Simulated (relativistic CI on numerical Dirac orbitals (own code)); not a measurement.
**Hyperfine structure of Cu6+, mass number 63**

Method of calculation: Dirac-Coulomb-Breit CI, separate exchange-only KLI orbitals for each configuration, a model potential for QED, unscaled Slater integrals (own radial code, finite nucleus).

Configurations in the expansion (outside the closed core [Ne]): 3s2 3p6 3d5, 3s2 3p5 3d6, 3s2 3p6 3d4 4s, 3s2 3p6 3d4 4p, 3s 3p6 3d6, 3s2 3p6 3d4 4d, 3s2 3p6 3d4 5s, 3s2 3p6 3d4 4f, 3s2 3p6 3d4 5p, 3s2 3p6 3d4 5d, 3s2 3p6 3d4 5f, 3s2 3p6 3d4 5g, 3s2 3p6 3d3 4s 4p, 3s2 3p6 3d3 4s2, 3s2 3p6 3d2 4s2 4p, 3s2 3p6 3d2 4s2 4d, 3s2 3p6 3d2 4s2 5s, 3p6 3d7, 3p5 3d8. Double excitations out of closed p, d and f shells are left out; levels of such configurations are missing from the list, as are those of other unlisted configurations, and high levels can miss mixing partners.

Nuclear spin I = 3/2, μ = 2.2259 μN, Q = -0.22 b (tables of Stone and Pyykkö). The electronic factors are computed for point nuclear moments, without core polarisation or the Bohr-Weisskopf and QED corrections.

| Level | E (cm⁻¹) | A (MHz) | B (MHz) |
| --- | --- | --- | --- |
| 3s2 3p6 3d5 4G_11/2 | 50563.4 | 1359 | 4.29 |
| 3s2 3p6 3d5 4G_5/2 | 50662.8 | 1784 | -10.5 |
| 3s2 3p6 3d5 4G_9/2 | 50695.6 | 1299 | -14 |
| 3s2 3p6 3d5 4G_7/2 | 50709.4 | 1384 | -17 |
| 3s2 3p6 3d5 4P_5/2 | 56735.4 | 595.2 | -148 |
| 3s2 3p6 3d5 4P_3/2 | 57049.0 | 1012 | -82.6 |
| 3s2 3p6 3d5 4P_1/2 | 57383.1 | -1224 |  |
| 3s2 3p6 3d5 4D_7/2 | 61730.0 | 868 | -37.2 |

Levels with J = 0, under 50 % of one LS term, or S terms without an open s electron are left out. Small factors come from cancelling terms and can be off by tens of per cent or more.

At this charge configurations can still be misplaced by up to about 7 % of their energy. Terms inside the open d or f shell come out 10 to 20 % too wide with unscaled integrals. 54 of the 69 excited levels that our extract of the measured tables holds in this range could be paired (the sources list more); they are missed by 5508 cm⁻¹ on average and 18496 at most, and levels without a partner can miss by more.

(1) Give the hyperfine levels of 3s2 3p6 3d5 4G_11/2 relative to its centre of gravity.

Answers

(1) With K = F(F + 1) − I(I + 1) − J(J + 1), E = AK/2 + B[¾K(K + 1) − I(I + 1)J(J + 1)]/[2I(2I − 1)J(2J − 1)]: F = 4: -13250, F = 5: -6457, F = 6: 1697, F = 7: 11210 MHz.

LS names give the leading component of a level, which can be under half, so a name can repeat, a term be missing and a line seem to break the LS rules.
